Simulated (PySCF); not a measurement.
Compound: C6H11N2 (doublet state).
Structure used (GFN2-xTB), in Å, numbered top down from 1:
```xyz
19
C6H11N2 angstrom
C     -1.0094    1.4137   -0.9484
C     -0.3238    0.9971    0.2811
C      1.1993    0.9282    0.0891
C      1.4759   -0.4614   -0.4361
N      2.5265   -0.9201   -0.9470
C      0.2472   -1.3039   -0.2521
C     -0.6598   -0.4831    0.6806
N     -2.0766   -0.7370    0.6182
H     -1.9417    1.9402   -0.9065
H     -0.6175    1.1379   -1.9094
H     -0.6151    1.6519    1.1061
H      1.5721    1.6980   -0.5883
H      1.7112    1.0469    1.0478
H      3.2945   -0.2568   -1.0301
H     -0.2353   -1.4396   -1.2239
H      0.4953   -2.2904    0.1378
H     -0.3452   -0.6389    1.7194
H     -2.2880   -1.6886    0.8948
H     -2.4195   -0.5848   -0.3254
```

The hyperfine couplings belong to this conformer and change with its torsions.

Identity: `[H]/N=C1\C[C@H]([C@H](C1)N)[CH2]` [radical].

Method used: PySCF, UKS B3LYP, pcH-1 on C H N, non-relativistic, mean-field spin-orbit, GIAO. Isolated species at its GFN2-xTB geometry (one conformer only). The geometry wasn't refined by DFT: couplings that depend on bond lengths, twists or pyramidal angles can differ widely from those at the functional's own minimum. No stability test was run, so a lower SCF solution isn't excluded.

Give the principal g shifts and their parts.

```json
{"Δg (ppm)": "relativistic mass correction", "1": "-143", "2": "-143", "3": "-143"}
{"Δg (ppm)": "gauge correction", "1": "10", "2": "38", "3": "21"}
{"Δg (ppm)": "orbital Zeeman/spin–orbit", "1": "-29", "2": "617", "3": "846"}
{"Δg (ppm)": "total", "1": "-161", "2": "513", "3": "725"}
```

So g = 2.00216, 2.00283, 2.00304 and g_iso = 2.00268; the tensor is rhombic: the two nearest values differ by 24 % of g3 − g1. Axes: g2 points within 8° of the C1–C2 bond.

What are the electron Larmor frequencies g μB B/h along the three axes at 350 mT?

9.8079, 9.8112, 9.8123 GHz for g1, g2 and g3, a range of 4.3 MHz.

How much does each term add to the isotropic shift?

The orbital-Zeeman/spin–orbit term 478, the mass correction -143 and the gauge correction 23 ppm, for a total of 359 ppm. The orbital-Zeeman/spin–orbit term is the largest in size. The mass correction is the same along every axis, so the anisotropy comes from the other two: their spans along these axes are 28 (gauge) and 875 ppm (orbital Zeeman/spin–orbit).

What effective moment and Curie constant follow for a powder?

With the mean of g² = 4.0107 and S(S+1) = 0.75: μ_eff = √(⟨g²⟩S(S+1)) = 1.734 μB and χT = 0.12505·⟨g²⟩·S(S+1) = 0.376 cm³ K/mol (cgs; spin-Hamiltonian part alone).

In a frozen sample, at which fields do the three g values resonate at 9.5, 34, 94 and 263 GHz (hyperfine left aside), and which band first spreads them over more than twice a line width of 1.0 mT?

```tsv
band	GHz	B(g3) mT	B(g2) mT	B(g1) mT	spread mT
X	9.5	338.86	338.90	339.01	0.15
Q	34.0	1212.77	1212.89	1213.30	0.54
W	94.0	3352.94	3353.29	3354.42	1.48
J	263.0	9381.10	9382.09	9385.25	4.15
```

The spread grows in proportion to the frequency. J band is the first where it exceeds 2.0 mT.

The largest Mulliken spin populations are on C1 (+1.06), C2 (-0.09) and C7 (+0.07). C1 is the only atom above +0.15. The angles at C1 add up to 359.9°, so it is planar; its axial dipolar tensor and the negative couplings of its protons fit spin in a p orbital normal to that plane.

The HOMO–LUMO gaps are 5.63 eV among the α and 4.41 eV among the β orbitals.
